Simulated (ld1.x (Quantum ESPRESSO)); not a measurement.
## Varying the TM semilocal potential for arsenic (As)

Base potential:

As, norm-conserving Troullier–Martins (semilocal form), made with ld1.x (Quantum ESPRESSO) 7.5 (LDA (PZ), scalar-relativistic). Core [Ar] 3d10, reference 4s2 4p3. Waves: 4s (bound): rc 1.50 bohr; 4d channel at 0.3 Ry: rc 1.70 bohr; 4p (bound): rc 2.20 bohr. Local part: the p channel. Core correction: none.

All-electron outer shells of the reference configuration (LDA (PZ), scalar-relativistic, ld1.x):

```tsv
shell	level (eV)	outermost node (bohr)	outermost maximum (bohr)
3p	-133.41	0.22	0.52
3d	-40.89	–	0.47
4s	-14.70	0.73	1.61
4p	-5.35	0.78	1.97
```

Cutoffs, loose and tight: the cutoffs (Ry, on a coarse ladder) from which the occupation-weighted sum of valence levels, in a spherical-Bessel basis at the reference potential, stays within 10 and 1 mRy of its value at 400 Ry. They do not see the model core or the augmentation charge, which bear on the density cutoff. Test errors are all-electron minus pseudo excitation energies from the reference, over the configurations 4s2 4p2; 4s2 4p1; 4s2 4p0; 4s2 4p3.3; 4s0 4p5; 4s1 4p4; 4s1 4p0 (two spin-polarised tests are not counted in the largest error). A dash means not determined; rows that change the core or the reference have their own tests.

In the semilocal form every listed channel keeps its own potential, so the choice of the local channel does not act on these tests. It acts once the file is put into the separable form.

A semilocal file is local in each channel, so a ghost entry of none says nothing of the separable form that plane-wave codes build from it.

```csv
change,outcome,"cutoff, loose","cutoff, tight",bound ghosts,largest test error (meV)
base,generated,35 Ry,50 Ry,none,+440
wave 4d channel at 0.3 Ry: rc 1.70 bohr becomes 4d channel at 0.3 Ry: rc 2.12 bohr,generated,35 Ry,50 Ry,none,+440
"type PAW, which also changes the form from semilocal to separable; waves now 4s (bound): rcut 1.30, rcutus 1.50 bohr; 4s channel at -0.4 Ry: rcut 1.30, rcutus 1.50 bohr; 4p (bound): rcut 1.90, rcutus 2.20 bohr; 4p channel at 4.15 Ry: rcut 1.90, rcutus 2.20 bohr; 4d channel at 0.3 Ry: rc 1.70 bohr; local potential the d channel; core correction a·sin(br)/r model core, default radius (ld1.x builds one for every PAW set, though the input has nlcc=.false.); augmentation BESSEL, radius 1.20 bohr",failed: new_paw_hamiltonian: negative rho,–,–,–,–
wave 4d channel at 0.3 Ry: rc 1.70 bohr becomes 4d channel at -0.09 Ry: rc 1.70 bohr,generated,35 Ry,50 Ry,none,+440
core correction a·sin(br)/r model core inside 1.30 bohr,generated,35 Ry,50 Ry,none,-346
"all radii scaled by about 1.04 (s 1.56, p 2.28, d 1.76 bohr)",generated,35 Ry,50 Ry,none,+422
wave 4p (bound): rc 2.20 bohr becomes 4p (bound): rc 2.08 bohr,generated,35 Ry,50 Ry,none,+454
reference 4s2 4p1,generated,35 Ry,50 Ry,none,+47
core correction a·sin(br)/r model core inside 0.88 bohr,generated,35 Ry,50 Ry,none,-368
wave 4d channel at 0.3 Ry: rc 1.70 bohr becomes 4d channel at 0.3 Ry: rc 1.92 bohr,generated,35 Ry,50 Ry,none,+440
wave 4s (bound): rc 1.50 bohr becomes 4s (bound): rc 1.70 bohr,generated,35 Ry,50 Ry,none,+441
```

Q: What comes out with this change to the base: wave 4s (bound): rc 1.50 bohr becomes 4s (bound): rc 1.96 bohr?

A: outcome: generated; cutoff, loose: 25 Ry; cutoff, tight: 40 Ry; bound ghosts: none; largest test error (meV): +451.

Q: What comes out with this change to the base: functional PBE?

A: outcome: generated; cutoff, loose: 35 Ry; cutoff, tight: 50 Ry; bound ghosts: none; largest test error (meV): +91.
